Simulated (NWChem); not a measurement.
# iodoethane (C2H5I); SMILES C(C)I

Computed with NWChem. Medium grid unless said otherwise, to which SCAN and Minnesota functionals are sensitive. All runs use the structure optimised with PBE0/def2-SVP. def2 effective core potentials on I; no spin-orbit coupling. Hybrids' shares of exact exchange are those that their runs print; pure functionals count as 0. The functionals differ in more than this share.

| row | share of exact exchange | highest occupied level (eV) |
|---|---|---|
| LDA (Slater exchange, VWN5)/def2-TZVPD | 0.00 | -6.22 |
| PBE/def2-TZVPD | 0.00 | -6.08 |
| B3LYP/def2-TZVPD | 0.20 | -6.98 |
| PBE0/def2-TZVPD | 0.25 | -7.22 |
| M06-2X/def2-TZVPD | 0.54 | -8.38 |
| Hartree-Fock/def2-TZVPD | 1.00 | withheld |

**Question.** Fit a straight line of the last column on the one before it, predict the withheld value, and compare with the run.

**Answer.** 
1. Means of the 5 shown rows: x = 0.198, y = -6.976. Slope Σ(x − x̄)(y − ȳ)/Σ(x − x̄)² = -0.8200/0.1981 = -4.140; intercept -6.156.
2. The shown rows scatter about the line by 0.047 (root mean square); the largest residual is +0.08, at PBE/def2-TZVPD.
3. At x = 1.00 (Hartree-Fock/def2-TZVPD; beyond the shown range) the line gives -10.30.
4. The run gives -9.73, +0.57 from the line, 12.2 times the scatter.
